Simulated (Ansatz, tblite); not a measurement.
Removing and adding an electron: SnO₃H₂ (the lowest singlet isomer of a short search). Charge 0, multiplicity 1. Geometry: PBE-D4/def2-SVP. Ansatz, gas phase; energy differences of separate SCF runs; the oxidised species was run as a doublet alone; the reduced species was run as a doublet alone.

Cartesian coordinates in Å:
```
Sn 0.774 1.144 -0.083
O 0.041 -1.013 -0.979
O 0.683 -0.940 0.366
O -0.938 1.570 0.905
H -1.288 0.734 1.280
H 0.728 -1.495 -1.489
```

In the def2 sets Sn takes a core potential; there is no spin–orbit coupling. The xTB rows come from tblite. The structure holds one bond between oxygen atoms, so isomers without such links may lie far lower. The structure comes from a short search, and lower isomers may exist.

| level | −HOMO (eV) | vertical IE (eV) | −LUMO (eV) | vertical EA (eV) | HOMO–LUMO gap (eV) | IE − EA (eV) |
| --- | --- | --- | --- | --- | --- | --- |
| GFN1-xTB | 12.23 | 16.06 | 7.07 | 3.65 | 5.16 | 12.41 |
| GFN2-xTB | 11.36 | 14.98 | 6.51 | 3.30 | 4.85 | 11.68 |
| PBE-D4/def2-TZVP | 5.92 | 9.25 | 2.77 | – | 3.15 | – |
| PBE0-D4/def2-TZVP | 7.47 | 9.59 | 2.10 | – | 5.37 | – |

(1) Estimate the rows for PBE-D4/def2-TZVPD, r2SCAN-D4/def2-TZVP, r2SCAN-D4/def2-TZVPD, PBE0-D4/def2-TZVPD.

Results:

(1) 
```tsv
level	−HOMO (eV)	vertical IE (eV)	−LUMO (eV)	vertical EA (eV)	HOMO–LUMO gap (eV)	IE − EA (eV)	remarks
PBE-D4/def2-TZVPD	6.03	–	2.86	0.46	3.17	–	HOMO above zero (-1 doublet)
r2SCAN-D4/def2-TZVP	6.26	9.41	2.67	–	3.60	–	–
r2SCAN-D4/def2-TZVPD	6.33	–	2.72	0.50	3.61	–	HOMO above zero (-1 doublet)
PBE0-D4/def2-TZVPD	7.54	–	2.17	0.49	5.37	–	HOMO above zero (-1 doublet)
```

Relaxing the oxidised species (PBE-D4/def2-SVP) changes its energy by -0.91 eV at PBE-D4/def2-TZVP, so the adiabatic ionisation energy to this nearest minimum is 8.34 eV. At PBE0-D4/def2-TZVP it is 8.33 eV.     A HOMO above zero means that the electron is unbound at that level or that self-interaction error raises the level; the energy of removing that electron tells which. Raw xTB energy differences between charge states are shifted by several eV; the methods need an empirical correction for them.
